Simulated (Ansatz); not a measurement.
Ansatz (a program for electronic structure) input:

Ansatz 0.2 input:
```yaml
crystal:
  periodic: [false, false, false]
  atoms:
    - {symbol: Si, position_ang: [-1.11042029, -0.08949484, 0.26156597]}
    - {symbol: P, position_ang: [1.07640026, 0.11080290, -0.26180823]}
    - {symbol: H, position_ang: [-1.90868884, 0.17960327, -0.96650155]}
    - {symbol: H, position_ang: [-1.44256787, 0.94929489, 1.27566173]}
    - {symbol: H, position_ang: [1.17425847, -1.10142406, -0.99033351]}
    - {symbol: H, position_ang: [1.57687840, -0.43658982, 0.94637320]}
basis:
  gaussian:
    orbitals: def2-TZVP
magnetization: {spin_polarized: true, initial_magnetization: 1}
correlation: {method: mp2, electrons: outside_noble_gas}
relax: {f_tol: 0.003, max_steps: 100}
```

Predict the final energy.

-632.23071 Eh (MP2/def2-TZVP). The basis has 98 functions.

It need not be the lowest isomer of its formula.
